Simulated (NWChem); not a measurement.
System: AuCl; SMILES [Cl][Au]

Computed with NWChem. Medium grid unless said otherwise, to which SCAN and Minnesota functionals are sensitive. Geometry: optimised at PBE0/def2-SVP. def2 effective core potentials on Au; no spin-orbit coupling.

For level HCTH/407/def2-TZVP:

highest occupied level (eV): -6.92
orbital gap (eV): 2.04
dipole (D): 3.45

Problem. Estimate the same quantities for level MN15/def2-TZVP.

Solution. 
| Quantity | Value |
|---|---|
| highest occupied level (eV) | -8.87 |
| orbital gap (eV) | 5.48 |
| dipole (D) | 3.86 |
